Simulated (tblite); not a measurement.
Species: C6H7ClF (doublet state).
SMILES: `[CH]1C[C@H]2C[C@]1(F)[C@@H]2Cl`

Computed values, GFN2-xTB/tblite, gas phase, harmonic and unscaled. Against measured fundamentals such values can be off by several per cent, at times by over 20. Open shells enter through the occupations alone, without spin polarisation, and single modes of such species can be off by tens of per cent.

Harmonic wavenumbers (cm⁻¹): 160.6, 197.7, 258.1, 310.7, 335.8, 393.4, 428.1, 517.4, 597.4, 671.7, 786.1, 872.8, 891.0, 928.9, 950.2, 975.5, 996.5, 1013.3, 1021.1, 1034.5, 1067.6, 1107.2, 1134.2, 1161.2, 1187.0, 1206.4, 1214.6, 1240.9, 1274.1, 1323.4, 1456.1, 1471.0, 2904.9, 2940.7, 2970.4, 3030.1, 3043.8, 3050.8, 3199.0.

A = 2749, B = 1624, C = 1258 MHz; mass 133.022 u (most abundant isotopes); point group C1, symmetry number 1; spin multiplicity 2.

Question: What is the zero-point energy?

Answer: Half the sum of the wavenumbers: 24662 cm⁻¹ = 70.51 kcal/mol.

Question: Give the ideal-gas entropy at 298.15 K and 1 bar in the rigid-rotor, harmonic-oscillator model (classical rotation).

Answer: Translation 40.59, rotation 28.44, vibration 13.91, spin (R ln 2) 1.38: S = 84.3 cal/(mol K).

Question: And Cp and H(298.15 K) − H(0)?

Answer: Cp = 29.51 cal/(mol K), of which vibrations give 21.56 (their classical limit is 39 R = 77.5); H(298.15 K) − H(0) = 5.01 kcal/mol without the zero-point energy, 2.64 from vibrations.

Question: Which modes carry the vibrational entropy at 298.15 K?

Answer: 160.6 cm⁻¹: 2.54; 197.7 cm⁻¹: 2.15; 258.1 cm⁻¹: 1.67; 310.7 cm⁻¹: 1.36; 335.8 cm⁻¹: 1.23; 393.4 cm⁻¹: 0.99 cal/(mol K); the other 33 give 3.96 together.

Question: What must be added to the electronic energy to get the Gibbs energy at 298.15 K and 1 bar?

Answer: ZPE + [H(298.15 K) − H(0)] − T·S = 70.51 + 5.01 − 25.14 = 50.38 kcal/mol.

Question: How do the functions run with temperature in this model?

Answer: 
```csv
T (K),S (cal/(mol K)),Cp (cal/(mol K)),H − H(0) (kcal/mol),G − H(0) (kcal/mol),ln q(vib)
100,63.5,12.3,0.92,-5.42,0.22
200,74.5,20.5,2.56,-12.33,1.20
300,84.5,29.7,5.06,-20.29,2.57
500,103.8,46.1,12.75,-39.14,5.89
800,128.9,60.5,28.97,-74.17,11.27
1000,143.1,66.2,41.67,-101.40,14.75
```

q(vib) and H(0) count from the zero-point level.

Hindered rotation and anharmonicity are outside this model. The structure is chiral; the term R ln 2 for an equal mix with its mirror image is left out.

On Arm Neoverse N1, one thread, no GPU, shared host with 64 logical CPUs at a one-minute load of 50, this took 0.75 s wall. This covers the Hessian and the dipole derivatives.
